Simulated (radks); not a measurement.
Results of a calculation; reference values are marked as such.
All-electron atom: Nd IV in [Kr] 4d10 4f3 5s2 5p5 6s1 (not the ground configuration).

Level of theory: scalar-relativistic Kohn-Sham, OLYP, spin-polarised, spherical densities, point nucleus; open shells are filled with parallel spins first (spin-orbit coupling, left out, can overturn this in heavy ions) (a radial shooting solver on a logarithmic mesh with Libxc functionals).

Energy parts (eV):
| part | energy |
|---|---|
| total | -261914.99 |
| kinetic | 278782.29 |
| electron-nucleus | -634102.34 |
| Hartree | 99519.37 |
| exchange-correlation | -6114.31 |

Orbitals (lengths in bohr, moments of r in powers of bohr; r(max) is where P^2 peaks; r(90%) holds 90 % of the orbital's charge):
[
 {"orbital": "1s up", "occ.": "1", "eigenvalue (eV)": "-43436.31", "<r>": "0.02363", "<r^2>": "0.0007600", "r(max)": "0.01510", "r(90%)": "0.0426"},
 {"orbital": "1s down", "occ.": "1", "eigenvalue (eV)": "-43436.22", "<r>": "0.02363", "<r^2>": "0.0007600", "r(max)": "0.01510", "r(90%)": "0.0426"},
 {"orbital": "2s up", "occ.": "1", "eigenvalue (eV)": "-7061.446", "<r>": "0.1010", "<r^2>": "0.01203", "r(max)": "0.08550", "r(90%)": "0.156"},
 {"orbital": "2s down", "occ.": "1", "eigenvalue (eV)": "-7061.373", "<r>": "0.1010", "<r^2>": "0.01203", "r(max)": "0.08550", "r(90%)": "0.156"},
 {"orbital": "2p up", "occ.": "3", "eigenvalue (eV)": "-6317.052", "<r>": "0.08880", "<r^2>": "0.009623", "r(max)": "0.06893", "r(90%)": "0.145"},
 {"orbital": "2p down", "occ.": "3", "eigenvalue (eV)": "-6316.957", "<r>": "0.08880", "<r^2>": "0.009623", "r(max)": "0.06893", "r(90%)": "0.145"},
 {"orbital": "3s up", "occ.": "1", "eigenvalue (eV)": "-1562.589", "<r>": "0.2663", "<r^2>": "0.08103", "r(max)": "0.2438", "r(90%)": "0.391"},
 {"orbital": "3s down", "occ.": "1", "eigenvalue (eV)": "-1561.481", "<r>": "0.2662", "<r^2>": "0.08094", "r(max)": "0.2437", "r(90%)": "0.390"},
 {"orbital": "3p up", "occ.": "3", "eigenvalue (eV)": "-1327.854", "<r>": "0.2645", "<r^2>": "0.08106", "r(max)": "0.2387", "r(90%)": "0.396"},
 {"orbital": "3p down", "occ.": "3", "eigenvalue (eV)": "-1326.735", "<r>": "0.2643", "<r^2>": "0.08095", "r(max)": "0.2387", "r(90%)": "0.396"},
 {"orbital": "3d up", "occ.": "5", "eigenvalue (eV)": "-1002.569", "<r>": "0.2416", "<r^2>": "0.06874", "r(max)": "0.1959", "r(90%)": "0.377"},
 {"orbital": "3d down", "occ.": "5", "eigenvalue (eV)": "-1001.690", "<r>": "0.2414", "<r^2>": "0.06861", "r(max)": "0.1959", "r(90%)": "0.377"},
 {"orbital": "4s up", "occ.": "1", "eigenvalue (eV)": "-341.2603", "<r>": "0.6061", "<r^2>": "0.4144", "r(max)": "0.5645", "r(90%)": "0.870"},
 {"orbital": "4s down", "occ.": "1", "eigenvalue (eV)": "-338.5058", "<r>": "0.6058", "<r^2>": "0.4140", "r(max)": "0.5645", "r(90%)": "0.870"},
 {"orbital": "4p up", "occ.": "3", "eigenvalue (eV)": "-264.1903", "<r>": "0.6412", "<r^2>": "0.4674", "r(max)": "0.5891", "r(90%)": "0.932"},
 {"orbital": "4p down", "occ.": "3", "eigenvalue (eV)": "-261.4158", "<r>": "0.6408", "<r^2>": "0.4667", "r(max)": "0.5890", "r(90%)": "0.931"},
 {"orbital": "4d up", "occ.": "5", "eigenvalue (eV)": "-154.6497", "<r>": "0.7020", "<r^2>": "0.5712", "r(max)": "0.6168", "r(90%)": "1.05"},
 {"orbital": "4d down", "occ.": "5", "eigenvalue (eV)": "-151.7734", "<r>": "0.7012", "<r^2>": "0.5698", "r(max)": "0.6165", "r(90%)": "1.05"},
 {"orbital": "5s up", "occ.": "1", "eigenvalue (eV)": "-73.4541", "<r>": "1.412", "<r^2>": "2.230", "r(max)": "1.293", "r(90%)": "2.01"},
 {"orbital": "5s down", "occ.": "1", "eigenvalue (eV)": "-70.6773", "<r>": "1.424", "<r^2>": "2.271", "r(max)": "1.301", "r(90%)": "2.03"},
 {"orbital": "5p up", "occ.": "3", "eigenvalue (eV)": "-53.3600", "<r>": "1.601", "<r^2>": "2.882", "r(max)": "1.441", "r(90%)": "2.31"},
 {"orbital": "5p down", "occ.": "2", "eigenvalue (eV)": "-50.9827", "<r>": "1.623", "<r^2>": "2.966", "r(max)": "1.455", "r(90%)": "2.34"},
 {"orbital": "4f up", "occ.": "3", "eigenvalue (eV)": "-37.7394", "<r>": "0.9398", "<r^2>": "1.115", "r(max)": "0.6475", "r(90%)": "1.58"},
 {"orbital": "4f down", "occ.": "0", "eigenvalue (eV)": "-34.7604", "<r>": "0.9502", "<r^2>": "1.149", "r(max)": "0.6473", "r(90%)": "1.61"},
 {"orbital": "6s up", "occ.": "1", "eigenvalue (eV)": "-23.6340", "<r>": "3.178", "<r^2>": "11.22", "r(max)": "2.982", "r(90%)": "4.48"},
 {"orbital": "6s down", "occ.": "0", "eigenvalue (eV)": "-23.2347", "<r>": "3.238", "<r^2>": "11.59", "r(max)": "3.068", "r(90%)": "4.52"}
]

The highest occupied level is 6s up at -23.634 eV. The configuration is held as typed, so some empty levels lie below it. The density falls to 0.001 e/bohr^3 at r = 4.16 bohr. Spin moment in Bohr magnetons: 5. Summed over all electrons, <r^2> = 44.40 bohr^2, which gives a Langevin (diamagnetic) susceptibility term of -35.2 x 10^-6 cm^3/mol.
